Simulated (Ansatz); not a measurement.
Calculated with Ansatz (gas phase, PBE0-D4/def2-TZVP geometries, no zero-point term in ΔE). CCSD(T)/CBS adds triple-zeta CCSD(T) − MP2 to the extrapolated MP2 energy (def2 sets, frozen cores). DFT in def2-TZVPP. B3LYP here is the variant with VWN-RPA as its local correlation; programs differ in this. HSE06 is defined as in plane-wave codes. One conformer a species, not always the lowest.

Reaction (formal exchange of groups at the Si–O bond): `CO[Si]C` + `C#CCS` → `C[Si]S` + `C#CCOC`

`CO[Si]C`:

Cartesian coordinates in Å:
```
C -0.190 1.180 1.003
O -0.220 1.382 -0.390
Si -0.059 0.385 -1.689
C 0.213 -1.324 -0.886
H -1.142 1.499 1.433
H -0.016 0.133 1.267
H 0.606 1.791 1.437
H -0.635 -1.621 -0.256
H 1.110 -1.343 -0.256
H 0.334 -2.083 -1.663
```

`C#CCS`:

Cartesian coordinates in Å:
```
C -1.936 -0.460 -0.649
C -0.884 -0.050 -0.244
C 0.393 0.426 0.240
S 1.626 -0.917 0.119
H -2.872 -0.818 -1.006
H 0.302 0.743 1.281
H 0.724 1.277 -0.358
H 2.648 -0.201 0.616
```

`C[Si]S`:

```xyz
7

C    -0.180   -1.018    0.315
Si   -0.159    0.815    0.813
S     0.534    1.546   -1.065
H     0.515   -1.307   -0.476
H    -1.198   -1.239   -0.035
H    -0.012   -1.649    1.193
H     0.500    2.851   -0.745
```

`C#CCOC`:

```xyz
11

C     0.692   -2.762    0.500
C     0.583   -1.604    0.210
C     0.480   -0.201   -0.154
O    -0.763    0.317    0.244
C    -0.887    1.671   -0.095
H     0.784   -3.790    0.760
H     1.302    0.358    0.321
H     0.610   -0.099   -1.243
H    -0.117    2.283    0.395
H    -1.869    2.001    0.243
H    -0.814    1.824   -1.181
```

| level | ΔE (kcal/mol) | difference from CCSD(T)/CBS |
| --- | --- | --- |
| B3LYP-D4 | 9.7 | -0.1 |
| r2SCAN0-D4 | 7.9 | -1.9 |
| BHLYP-D4 | 9.9 | 0.1 |
| CAM-B3LYP-D4 | 10.5 | 0.7 |
| PBE-QIDH | 8.4 | -1.4 |
| BLYP | 8.9 | -0.9 |
| B3LYP | 9.1 | -0.7 |
| r2SCANh | 7.7 | -2.1 |
| r2SCAN0 | 7.8 | -2.0 |
| HSE06 | 6.9 | -2.9 |
| BHLYP | 9.5 | -0.3 |
| LC-ωPBE | 9.5 | -0.3 |
| MP2/def2-SVP | 6.8 | -3.0 |
| CCSD(T)/def2-SVP | 5.4 | -4.4 |
| CCSD/def2-TZVPP | 9.8 | 0.0 |
| HF/CBS(def2) | 9.9 | 0.1 |
| CCSD(T)/CBS | 9.8 | 0 |

Largest T1 diagnostic among the species: 0.014.

Leaving LDA and LC-ωPBE aside and taking each functional with its dispersion term where it has one, the values, not all of them listed here, spread over 3.4 kcal/mol, from PBE-D4 to CAM-B3LYP-D4. At CCSD(T), def2-SVP lies −4.4 kcal/mol from the extrapolated value and def2-TZVPP −0.2 kcal/mol.
